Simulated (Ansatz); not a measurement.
MnBr₂⁻. The state is a triplet with charge -1. Geometry r2SCAN-D4/def2-TZVP, that of the neutral doublet; atoms count from 1.

```xyz
3

Mn    0.000   -0.002   -0.002
Br    1.569   -1.026    1.313
Br   -1.570    1.028   -1.311
```

The charge -1 triplet is spin-contaminated (final ⟨S²⟩ up to 3.03, 2.00 for a pure state). The structure comes from a short search, and lower isomers may exist.

Question: Estimate the Mulliken populations from the PBE0/def2-TZVPD orbitals of Ansatz.

Answer: 
```tsv
atom	charge (e)	spin (α − β)	d electrons
Mn1	-0.21	1.89	5.62
Br2	-0.39	0.06	–
Br3	-0.39	0.06	–
```
Mulliken values depend strongly on the basis. With diffuse functions, as here, like atoms can get unlike values, and bond orders can come out too low or too high.

Question: Where does the spin sit?

Answer: Summed by element: Mn 1.89, Br 0.11, of 2 unpaired in all. Largest on single atoms: Mn1 1.89, Br2 0.06, Br3 0.06.

Question: And the Mayer bond orders between heavy atoms (over 0.3)?

Answer: Mn1–Br2 0.77 (2.29 Å); Mn1–Br3 0.77 (2.29 Å).
